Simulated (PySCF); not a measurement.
**Electron correlation in Si (silicon, neutral)**

[Ne] 3s1 3p2 3d1, one real determinant (an excited configuration). All numbers are calculated (PySCF 2.14, scalar relativity by spin-free X2C-1e, in dyall-av3z (19s12p3d2f, 84 functions)). Frozen: [Ne]; 4 electrons correlated; the 23 highest virtual orbitals of each spin left out.

MP2 pair energies summed by pair of shells (mhartree):

```csv
pair,energy,share (%)
3p-3d,-6.69,36.1
3p-3p,-6.08,32.8
3s-3p,-3.92,21.1
3s-3d,-1.86,10.0
```

Total MP2 correlation energy: -18.55 mhartree.

Same-spin part -18.55 and opposite-spin part 0.00 mhartree; SCS-MP2 scales them by 1/3 and 6/5 to -6.18 mhartree.

The reference is one real determinant that mixes LS terms of this configuration.
